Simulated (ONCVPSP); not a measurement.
## B (Z = 5): excitation energies, all-electron against ONCV

- Element: boron (B)
- Generator: ONCVPSP 4.0.1
- Type: optimised norm-conserving Vanderbilt (ONCV)
- Functional: LDA (Perdew-Zunger)
- Relativity: scalar-relativistic
- Frozen core: [He]
- Valence charge: 3
- Reference configuration: 2s2 2p1
- Partial waves: 2s: rc 1.65 bohr, ncon 3, nbas 6, qcut 4.9 1/bohr, 2 projectors, debl 3.5 Ha; 2p: rc 3.75 bohr, ncon 4, nbas 8, qcut 4.6 1/bohr, 3 projectors, debl 2.8 Ha; d scattering state at 0.13 Ha: rc 3.90 bohr, ncon 4, nbas 7, qcut 2.8 1/bohr, 2 projectors, debl 1 Ha
- Local potential: polynomial inside 1.15 bohr (lpopt 5, dvloc0 -1 Ha)
- Core correction: Teter function, fcfact 4.75, rcfact 1.45

Energies are relative to the spin-unpolarised reference configuration 2s2 2p1; without spin polarisation the order of configurations can differ from experiment.

Question: Give the all-electron excitation energy and the error of the potential for: 2s2 2p0; 2s1 2p0; 2s2 2p0.5; 2s1 2p1.

Answer:

```json
{"valence configuration": "2s2 2p0", "charge": "+1", "ΔE all-electron (eV)": "8.326", "error AE − PS (meV)": "+152"}
{"valence configuration": "2s1 2p0", "charge": "+2", "ΔE all-electron (eV)": "33.631", "error AE − PS (meV)": "+422"}
{"valence configuration": "2s2 2p0.5", "charge": "+0.5", "ΔE all-electron (eV)": "2.943", "error AE − PS (meV)": "+76"}
{"valence configuration": "2s1 2p1", "charge": "+1", "ΔE all-electron (eV)": "14.283", "error AE − PS (meV)": "+365"}
```

Levels in the configuration 2s1 2p1:

```
level  all-electron (eV)  pseudo (eV)
   2s            -19.497      -18.891
   2p            -13.540      -13.147
```
